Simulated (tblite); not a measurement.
Record of a relaxation.

C₆H₄BrFO₂S.
Bonds: C1–O2, O2–C3, C3–C4 (aromatic), C4–Br5, C4–C6 (aromatic), C6–S7 (aromatic), S7–C8 (aromatic), C8–C9, C9–O10 (double), C9–F11, C3–C8 (aromatic). Hydrogens: H12, H13, H14 on C1; H15 on C6.

Computed with GFN2-xTB (tblite), gas phase: L-BFGS steps from a force-field or distance-geometry start until the largest atomic force falls under 0.01 eV/Å. 10 of its 108 geometries are shown.

Step 0: E = -953.0856 eV, largest atomic force 4.450 eV/Å
```
atom  x, y, z in Å  |  force x, y, z in eV/Å
C1      2.174   -0.360   -0.259    0.487   0.278  -1.983
O2      1.137   -0.146    0.651   -0.955   0.467   0.990
C3     -0.151    0.286    0.329    3.741  -2.400   0.004
C4     -0.506    1.596    0.269   -0.349   2.815   0.118
Br5     0.734    3.024    0.669   -0.416  -0.537  -0.167
C6     -1.801    1.835   -0.064   -1.039  -0.452  -0.285
S7     -2.629    0.250   -0.345    0.767   1.790   0.369
C8     -1.148   -0.583    0.032   -1.677  -2.284  -0.586
C9     -1.015   -2.070    0.013    3.781  -0.790   1.064
O10     0.067   -2.631    0.291   -3.998   1.615  -1.099
F11    -2.099   -2.832   -0.306    0.594   0.907   0.185
H12     3.117    0.129    0.044   -0.551   0.024   0.405
H13     1.936    0.077   -1.264    0.010  -0.216   0.563
H14     2.432   -1.419   -0.452   -0.573   0.198   0.438
H15    -2.252    2.851   -0.147    0.178  -1.415  -0.017
```

Step 12: E = -953.8616 eV, largest atomic force 0.294 eV/Å
```
atom  x, y, z in Å  |  force x, y, z in eV/Å
C1      2.166   -0.344   -0.292   -0.003   0.007   0.007
O2      1.181   -0.099    0.711    0.053   0.172   0.001
C3     -0.047    0.268    0.311    0.089  -0.066   0.025
C4     -0.468    1.619    0.254    0.108   0.034   0.125
Br5     0.739    3.022    0.652   -0.213  -0.101  -0.091
C6     -1.787    1.755   -0.063    0.109   0.155   0.018
S7     -2.557    0.255   -0.317   -0.060  -0.020  -0.089
C8     -1.083   -0.597   -0.004   -0.051   0.016   0.045
C9     -0.962   -2.032    0.008   -0.058   0.132   0.019
O10     0.004   -2.671    0.247    0.044  -0.284  -0.063
F11    -2.143   -2.650   -0.296    0.035  -0.007   0.008
H12     3.075    0.134    0.070    0.098  -0.103  -0.047
H13     1.891    0.093   -1.255   -0.042   0.016   0.054
H14     2.308   -1.419   -0.408    0.010  -0.007   0.013
H15    -2.323    2.676   -0.157   -0.120   0.058  -0.024
```

Step 24: E = -953.9181 eV, largest atomic force 0.137 eV/Å
```
atom  x, y, z in Å  |  force x, y, z in eV/Å
C1      2.168   -0.349   -0.282    0.011  -0.057   0.004
O2      1.272    0.077    0.741   -0.039  -0.001  -0.081
C3     -0.001    0.303    0.369   -0.061   0.000  -0.022
C4     -0.487    1.633    0.311   -0.056  -0.011  -0.047
Br5     0.651    3.094    0.622   -0.019   0.041   0.063
C6     -1.795    1.727   -0.054   -0.056   0.071  -0.020
S7     -2.498    0.202   -0.349    0.055   0.085   0.092
C8     -1.005   -0.600    0.033    0.035  -0.054  -0.021
C9     -0.953   -2.039   -0.013    0.089  -0.086  -0.008
O10    -0.038   -2.776    0.144    0.132   0.034   0.016
F11    -2.188   -2.570   -0.289    0.016   0.099   0.005
H12     3.149    0.016    0.017    0.012  -0.067   0.035
H13     1.900    0.097   -1.244    0.014  -0.047   0.015
H14     2.178   -1.437   -0.363   -0.049  -0.050  -0.016
H15    -2.357    2.629   -0.181   -0.084   0.042  -0.015
```

Step 36: E = -954.0255 eV, largest atomic force 0.182 eV/Å
```
atom  x, y, z in Å  |  force x, y, z in eV/Å
C1      2.140   -0.489   -0.289    0.010  -0.008   0.027
O2      1.338    0.317    0.569    0.065  -0.061   0.002
C3      0.033    0.432    0.320    0.097  -0.017  -0.062
C4     -0.550    1.730    0.320   -0.103  -0.103   0.030
Br5     0.444    3.256    0.763    0.087   0.078  -0.054
C6     -1.868    1.739   -0.015   -0.110  -0.013  -0.018
S7     -2.487    0.171   -0.261   -0.057   0.095  -0.115
C8     -0.923   -0.538    0.026    0.034  -0.025  -0.021
C9     -0.814   -1.967   -0.048    0.054  -0.102  -0.050
O10     0.130   -2.684    0.042    0.013  -0.001   0.083
F11    -2.042   -2.533   -0.267   -0.033   0.029  -0.007
H12     3.157   -0.390    0.085   -0.037   0.054   0.001
H13     2.072   -0.089   -1.304    0.087  -0.064  -0.055
H14     1.854   -1.542   -0.289   -0.060   0.080   0.073
H15    -2.490    2.594   -0.189   -0.045   0.058   0.166
```

Step 48: E = -954.0734 eV, largest atomic force 0.109 eV/Å
```
atom  x, y, z in Å  |  force x, y, z in eV/Å
C1      2.146   -0.522   -0.280    0.076   0.015  -0.037
O2      1.343    0.392    0.450   -0.005  -0.048  -0.011
C3      0.036    0.461    0.222   -0.013   0.023  -0.051
C4     -0.579    1.742    0.309    0.041   0.043   0.022
Br5     0.446    3.267    0.719   -0.059  -0.018   0.005
C6     -1.912    1.742    0.046    0.043   0.019  -0.009
S7     -2.491    0.186   -0.332    0.011  -0.079   0.074
C8     -0.903   -0.518   -0.097   -0.039   0.019   0.071
C9     -0.786   -1.949   -0.074   -0.062   0.051  -0.013
O10     0.149   -2.650    0.148   -0.039  -0.037   0.012
F11    -2.000   -2.537   -0.308   -0.020   0.009  -0.070
H12     3.138   -0.435    0.151    0.082   0.018   0.014
H13     2.170   -0.212   -1.329    0.030  -0.074  -0.020
H14     1.800   -1.553   -0.204    0.010   0.056   0.032
H15    -2.562    2.594    0.038   -0.055   0.005  -0.018
```

Step 59: E = -954.0966 eV, largest atomic force 0.064 eV/Å
```
atom  x, y, z in Å  |  force x, y, z in eV/Å
C1      2.182   -0.543   -0.280    0.009  -0.006   0.049
O2      1.367    0.456    0.313   -0.028  -0.012  -0.024
C3      0.048    0.486    0.161   -0.012   0.023  -0.022
C4     -0.587    1.758    0.283   -0.030  -0.005   0.043
Br5     0.392    3.305    0.713    0.025  -0.015  -0.041
C6     -1.933    1.736    0.091   -0.030  -0.006   0.006
S7     -2.510    0.171   -0.253    0.039   0.023   0.024
C8     -0.899   -0.505   -0.099    0.029  -0.002   0.018
C9     -0.800   -1.935   -0.091    0.002  -0.012  -0.005
O10     0.102   -2.656    0.196    0.023   0.025  -0.043
F11    -2.002   -2.499   -0.431    0.003  -0.008  -0.023
H12     3.156   -0.429    0.190    0.028   0.017   0.012
H13     2.277   -0.354   -1.353   -0.060  -0.021  -0.005
H14     1.808   -1.552   -0.111   -0.021   0.002   0.019
H15    -2.606    2.570    0.131    0.024  -0.005  -0.009
```

Step 71: E = -954.1118 eV, largest atomic force 0.085 eV/Å
```
atom  x, y, z in Å  |  force x, y, z in eV/Å
C1      2.180   -0.552   -0.236    0.008  -0.031   0.033
O2      1.367    0.509    0.231    0.035  -0.011   0.040
C3      0.043    0.499    0.156    0.012   0.019  -0.078
C4     -0.597    1.768    0.290    0.001  -0.014  -0.013
Br5     0.423    3.317    0.590   -0.011   0.039   0.012
C6     -1.948    1.737    0.158   -0.025   0.011  -0.036
S7     -2.520    0.160   -0.138   -0.056   0.002  -0.023
C8     -0.898   -0.503   -0.068    0.003   0.002  -0.008
C9     -0.788   -1.932   -0.163    0.042  -0.028   0.068
O10     0.112   -2.669    0.093   -0.029   0.051  -0.047
F11    -1.974   -2.476   -0.581    0.002   0.013   0.000
H12     3.166   -0.362    0.182    0.005   0.018  -0.025
H13     2.233   -0.530   -1.328   -0.029   0.017  -0.013
H14     1.820   -1.527    0.086   -0.002  -0.044   0.039
H15    -2.626    2.569    0.189    0.043  -0.046   0.050
```

Step 83: E = -954.1198 eV, largest atomic force 0.070 eV/Å
```
atom  x, y, z in Å  |  force x, y, z in eV/Å
C1      2.175   -0.574   -0.195    0.001   0.033  -0.017
O2      1.376    0.515    0.230   -0.035   0.010  -0.014
C3      0.052    0.512    0.138   -0.029  -0.007  -0.002
C4     -0.597    1.776    0.273    0.006   0.018   0.024
Br5     0.397    3.349    0.526    0.039   0.042   0.041
C6     -1.951    1.732    0.179    0.027  -0.011  -0.001
S7     -2.519    0.154   -0.112   -0.004   0.014  -0.005
C8     -0.888   -0.493   -0.074   -0.026   0.003  -0.041
C9     -0.773   -1.917   -0.214   -0.030  -0.015   0.027
O10     0.128   -2.662   -0.003    0.026  -0.047  -0.001
F11    -1.968   -2.446   -0.633    0.001  -0.009   0.003
H12     3.183   -0.323    0.126    0.047   0.007  -0.002
H13     2.145   -0.656   -1.284   -0.010  -0.014  -0.032
H14     1.863   -1.519    0.243    0.002  -0.010   0.043
H15    -2.627    2.560    0.261   -0.015  -0.012  -0.023
```

Step 95: E = -954.1301 eV, largest atomic force 0.065 eV/Å
```
atom  x, y, z in Å  |  force x, y, z in eV/Å
C1      2.176   -0.584   -0.176   -0.024   0.034  -0.005
O2      1.373    0.516    0.216   -0.017  -0.013  -0.019
C3      0.049    0.514    0.128   -0.008  -0.003  -0.014
C4     -0.595    1.778    0.288   -0.007  -0.018  -0.005
Br5     0.404    3.337    0.615    0.003  -0.002   0.008
C6     -1.948    1.740    0.171   -0.011   0.004  -0.017
S7     -2.519    0.169   -0.150   -0.008   0.009  -0.026
C8     -0.892   -0.485   -0.115    0.023  -0.027   0.048
C9     -0.774   -1.911   -0.245    0.056  -0.007  -0.011
O10     0.143   -2.646   -0.071   -0.037   0.005   0.002
F11    -1.982   -2.454   -0.609    0.013   0.026   0.003
H12     3.199   -0.243   -0.018   -0.024  -0.051   0.003
H13     2.024   -0.814   -1.234   -0.020  -0.002   0.029
H14     1.972   -1.476    0.418    0.026   0.058  -0.015
H15    -2.631    2.565    0.244    0.036  -0.014   0.016
```

Step 107: E = -954.1337 eV, largest atomic force 0.008 eV/Å
```
atom  x, y, z in Å  |  force x, y, z in eV/Å
C1      2.165   -0.589   -0.157    0.003  -0.007  -0.001
O2      1.378    0.535    0.184    0.001   0.002   0.007
C3      0.053    0.524    0.115    0.000  -0.001   0.000
C4     -0.597    1.783    0.290    0.001   0.002  -0.005
Br5     0.397    3.341    0.637    0.000   0.006   0.001
C6     -1.949    1.738    0.176    0.002  -0.001   0.006
S7     -2.512    0.166   -0.157    0.002   0.000  -0.001
C8     -0.881   -0.480   -0.125   -0.002  -0.001  -0.001
C9     -0.759   -1.904   -0.276    0.000  -0.002   0.001
O10     0.157   -2.644   -0.123    0.000  -0.001   0.002
F11    -1.974   -2.438   -0.634    0.002  -0.003  -0.004
H12     3.195   -0.241   -0.098   -0.005   0.003  -0.003
H13     1.946   -0.925   -1.173   -0.001  -0.003   0.004
H14     2.010   -1.416    0.535   -0.001   0.004  -0.006
H15    -2.633    2.559    0.268    0.000   0.003  -0.001
```

Question: Summarise the path.

Answer: The energy falls by 101.12 kJ/mol from step 0 to step 107; nine tenths of that is first reached at step 37. It rises by more than 0.2 meV at step 92. The largest force goes from 4.450 to 0.008 eV/Å. Among the bonds C6–S7 changes most, from 1.810 to 1.702 Å; the atoms move by 0.565 Å rms after alignment.

Question: Follow the three bonds and two angles with the largest change from start to end.

Answer: 
```tsv
step	E above end (kJ/mol)	largest force (eV/Å)	C6–S7 (Å)	O2–C3 (Å)	C3–C4 (Å)	O2–C3–C8 (°)	C8–C9–O10 (°)
0	101.12	4.450	1.810	1.396	1.358	122.1	121.4
5	34.07	0.576	1.702	1.352	1.416	126.4	126.7
9	28.39	0.338	1.716	1.338	1.417	126.7	126.9
14	24.66	0.224	1.704	1.344	1.417	125.7	129.7
19	22.46	0.157	1.709	1.345	1.421	128.2	129.6
23	21.07	0.109	1.703	1.345	1.419	129.7	129.8
28	18.19	0.276	1.704	1.340	1.418	130.7	131.7
33	12.74	0.242	1.705	1.338	1.423	130.1	131.0
37	10.03	0.198	1.700	1.334	1.423	130.7	130.8
42	7.67	0.191	1.708	1.334	1.425	131.1	130.9
47	6.03	0.130	1.702	1.329	1.423	131.4	130.8
51	5.05	0.160	1.707	1.328	1.424	132.4	131.1
56	3.91	0.099	1.700	1.329	1.427	132.5	130.8
60	3.52	0.066	1.703	1.328	1.427	132.8	131.2
65	2.98	0.107	1.702	1.326	1.427	132.9	131.1
70	2.23	0.100	1.704	1.326	1.428	133.6	131.3
74	1.83	0.067	1.704	1.326	1.427	133.5	131.3
79	1.55	0.064	1.703	1.326	1.428	133.7	131.4
84	1.30	0.067	1.702	1.327	1.427	133.3	131.8
88	1.09	0.087	1.702	1.326	1.428	133.1	132.0
93	0.62	0.121	1.701	1.327	1.428	133.0	131.9
98	0.19	0.048	1.703	1.327	1.427	133.3	131.8
102	0.09	0.059	1.703	1.327	1.427	133.3	132.1
107	0.00	0.008	1.702	1.326	1.427	133.2	132.0
```

Run on one thread, Arm Neoverse V1, shared host.
